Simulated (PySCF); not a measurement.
A geometry optimisation on 2-bromo-1,1-difluoroethane (`FC(F)CBr`).

Method: PBE0-D3(BJ)/def2-TZVP geometry optimisation, gas phase (PySCF 2.14.0). Start geometry: GFN2-xTB. The input is one job of a driver script: a line of settings, then coordinates in Å.

Input:
```
{"job": {"xc": "PBE0", "basis": "def2-TZVP", "d3": "d3bj", "grid": 2, "kind": "geom"}, "charge": 0, "multiplicity": 1}
F      1.207467    -1.350413    -0.133057
C      0.763478    -0.083549     0.051183
F      1.340856     0.664708    -0.910894
C     -0.750721    -0.062309    -0.072682
Br    -1.462129     1.599353     0.619509
H      1.131011     0.267444     1.027811
H     -1.175609    -0.877218     0.512218
H     -1.045296    -0.148603    -1.118655
```

Output:
```
step   0  E = -2851.40397482  max force = 0.005481
step   1  E = -2851.40361280  max force = 0.012769
step   2  E = -2851.40440321  max force = 0.003234
step   3  E = -2851.40453862  max force = 0.000983
step   4  E = -2851.40455788  max force = 0.000302
step   5  E = -2851.40457492  max force = 0.000638
step   6  E = -2851.40458452  max force = 0.000641
step   7  E = -2851.40458734  max force = 0.000322
optimisation converged
```

Energies in Eh; «max force» is the largest Cartesian gradient component in Eh/bohr.

At which steps does the energy rise by more than 1e-5 Eh?

At step 1 (+0.36 mEh).

How much energy does the optimisation release, in eV?

E(step 0) − E(last step) = 0.000613 Eh, which is 0.017 eV.

Main results: final energy -2851.40459 Eh after 7 steps; dipole 1.44 D.

Where do the atoms end?

0.084 Å rms from the input after alignment:
```
atom  x, y, z in Å
F1     0.2436   -0.1971    1.7704
C2    -0.2415    0.3569    0.6277
F3     0.2283    1.6215    0.5613
C4     0.2594   -0.4614   -0.5335
Br5   -0.5252    0.1429   -2.1883
H6    -1.3324    0.3957    0.6959
H7    -0.0204   -1.5035   -0.3988
H8     1.3403   -0.3659   -0.6154
```

Hardware: Intel Xeon Platinum 8259CL at 2.50 GHz, one thread, no GPU (shared host). Cost: 1.8 min, 0.80 GiB resident at most.
Labels such as C1 count atoms from 1, the log's own numbers from 0.
